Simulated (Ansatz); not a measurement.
A nudged elastic band was laid between two geometries of CH7BGaOP (12 atoms, charge 0, multiplicity 1).

All numbers below come from RKS PBE0-D4/def2-SVP (Ansatz).

```
movable images  : 6
climbing image  : no
spring          : 5.0 eV/Å²
optimiser       : quadratic models (default)
start path      : through a guess of the saddle point
force threshold : 0.03 eV/Å
iteration limit : 55
end points      : relaxed
```

First end point:

```xyz
12
Properties=species:S:1:pos:R:3
C -1.372 0.472 1.450
Ga 0.064 -0.159 0.244
P 2.123 -0.505 1.288
B -0.187 -0.692 -1.772
O -0.101 0.275 -2.714
H -2.233 -0.216 1.423
H -1.038 0.578 2.493
H -1.736 1.453 1.101
H 2.123 0.729 2.007
H 2.945 -0.032 0.221
H -0.386 -1.844 -2.129
H -0.202 -0.059 -3.613
```

Last end point:

```xyz
12
Properties=species:S:1:pos:R:3
C -1.371 0.511 1.442
Ga 0.096 0.087 0.183
P 2.236 0.555 0.994
B -0.148 -0.619 -1.781
O -0.211 0.273 -2.796
H -2.065 -0.341 1.526
H -1.011 0.772 2.447
H -1.955 1.360 1.050
H 2.045 -0.092 2.253
H 2.899 -0.552 0.383
H -0.211 -1.812 -2.041
H -0.303 -0.142 -3.661
```

(1) What changes between the two ends?

(2) Give the energies along the band, and the barrier.

(3) What is the geometry of the highest image?

Answers

(1) No bond is made or broken. The height of P3 over the plane of its neighbours goes from -0.83 to 0.83 Å.

(2) The forces met the threshold. The highest image is number 3 of 0 to 7, 0.44 eV above the first end and 0.44 eV above the last; the last end lies 0.00 eV above the first. No image climbed, so the highest image needn't sit at the top of the path.

```
image  path coordinate (Å)  energy (eV)  height of P3 over the plane of its neighbours (Å)
    0                 0.00         0.00                                              -0.83
    1                 0.41         0.03                                              -0.75
    2                 0.83         0.27                                              -0.40
    3                 1.24         0.44                                               0.07
    4                 1.65         0.18                                               0.52
    5                 2.06         0.01                                               0.79
    6                 2.47         0.00                                               0.83
    7                 2.89         0.00                                               0.83
```

(3) 
```xyz
12
Properties=species:S:1:pos:R:3:forces:R:3
C -1.450 0.484 1.494 -0.01 0.00 0.00
Ga -0.089 -0.045 0.169 0.03 -0.02 0.01
P 1.991 0.086 0.973 -0.01 0.17 -0.05
B -0.228 -0.665 -1.828 -0.02 0.00 -0.01
O 0.002 0.232 -2.810 0.01 -0.01 0.01
H -2.250 -0.271 1.543 0.00 0.00 0.01
H -1.023 0.611 2.499 0.00 0.00 0.00
H -1.911 1.437 1.189 0.00 0.00 0.00
H 2.371 0.358 2.302 0.00 -0.07 0.02
H 3.171 -0.268 0.293 0.00 -0.06 0.02
H -0.509 -1.814 -2.129 0.00 0.00 -0.01
H -0.077 -0.145 -3.695 0.00 0.00 0.01
```

Run time: 3.9 min on 2 threads of Intel(R) Xeon(R) Platinum 8488C (Sapphire Rapids), on a shared host, peak memory 0.35 GiB.
